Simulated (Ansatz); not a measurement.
Cost and result for the atomization energy of CH$_{4}$Cl$_{2}$OSn (`C[O][SnH]([Cl])[Cl]`) (9 atoms, 8 bonds).

```xyz
9

C     0.610    1.208    0.626
O    -0.599    0.474    0.655
Sn   -0.828   -1.105   -0.440
Cl   -0.475   -0.489   -2.641
Cl    0.870   -2.582    0.091
H     0.821    1.609   -0.371
H     0.499    2.046    1.318
H     1.464    0.603    0.951
H    -2.362   -1.762   -0.189
```

The species carries charge 0 and has multiplicity 1. Correlated methods include outer-core shells of Sn, which these sets cover unevenly. Sn takes the def2 core potential. The structure was optimised at the PBE0-D4/def2-TZVP level. It is one conformer, not always the lowest. Program: Ansatz. All runs use 4 threads of a server CPU on a shared host. Times are those of one run each, without the atoms' runs, and a repeat can differ threefold. Electronic energies, without spin–orbit coupling; frozen cores. CCSD(T)/CBS adds CCSD(T) − MP2 in def2-TZVPP to the MP2 limit, and its time is that of the two runs behind it. T1 = 0.013. With those shells the extrapolation isn't a true limit. B3LYP takes the VWN-RPA correlation (the form of Gaussian; ORCA's B3LYP/G). HSE06 is the plane-wave form, built on full-range PBE exchange.

CCSD(T)/CBS is a level of theory with its own doubt, some kJ/mol a heavy atom from the limit and from the frozen cores, so smaller differences don't rank the functionals.

```csv
level,functions,wall time
revPBE-D4/def2-TZVPP,252,2.1 s
BLYP-D4/def2-TZVPP,252,2.4 s
HSE06-D4/def2-TZVPP,252,4.2 s
B3LYP-D4/def2-TZVPP (with forces),252,5.5 s
r2SCANh-D4/def2-TZVPP,252,6 s
CCSD(T)/def2-SVP,110,7.5 s
B2PLYP/def2-TZVPP,252,8 s
PBE-QIDH/def2-TZVPP,252,9 s
B97M-V/def2-TZVPP,252,12 s
ωB97M-V/def2-TZVPP (with forces),252,14 s
MP2/def2-QZVPP,456,21 s
CCSD(T)/def2-TZVPP,252,3.2 min
CCSD(T)/CBS(def2),–,3.6 min
```

Question: What atomization energy does each give, and how far from CCSD(T)/CBS? (Estimate.)

Answer: Computed: 
| level | atomization (kJ/mol) | difference from CCSD(T)/CBS | per bond |
| --- | --- | --- | --- |
| revPBE-D4/def2-TZVPP | 2874.3 | -62.3 | -7.8 |
| BLYP-D4/def2-TZVPP | 2882.4 | -54.2 | -6.8 |
| HSE06-D4/def2-TZVPP | 2900.7 | -35.9 | -4.5 |
| B3LYP-D4/def2-TZVPP (with forces) | 2882.5 | -54.1 | -6.8 |
| r2SCANh-D4/def2-TZVPP | 2895.8 | -40.8 | -5.1 |
| CCSD(T)/def2-SVP | 2700.3 | -236.3 | -29.5 |
| B2PLYP/def2-TZVPP | 2856.2 | -80.4 | -10.1 |
| PBE-QIDH/def2-TZVPP | 2882.1 | -54.5 | -6.8 |
| B97M-V/def2-TZVPP | 2954.2 | 17.6 | 2.2 |
| ωB97M-V/def2-TZVPP (with forces) | 2915.7 | -20.9 | -2.6 |
| MP2/def2-QZVPP | 2949.0 | 12.4 | 1.5 |
| CCSD(T)/def2-TZVPP | 2832.7 | -103.9 | -13.0 |
| CCSD(T)/CBS(def2) | 2936.6 | 0.0 | 0.0 |

From BLYP to BHLYP (50 % exact exchange), in def2-TZVPP and without D4, the atomization energy moves by −70.4 kJ/mol: exact exchange takes away binding that semilocal exchange gives to molecules. In def2-TZVPP, CCSD(T) changes the Hartree–Fock value by +782.1 kJ/mol (the triples alone add +56.1 kJ/mol) and MP2 by +835.7 kJ/mol; breaking electron pairs costs correlation energy, which Hartree–Fock lacks. The D4 term adds +39.0 kJ/mol with B3LYP and +20.8 kJ/mol with PBE0; it sums over pairs of atoms, weighted by their polarisabilities, and B3LYP, whose exchange is more repulsive, gets the larger term.

Spin–orbit coupling would lower the free Sn atoms strongly, and the atomization energy with them, by more than many differences here. For some Ge, Se and Sn compounds the MP2-based and the directly extrapolated limit differ by 10 to 25 kJ/mol.
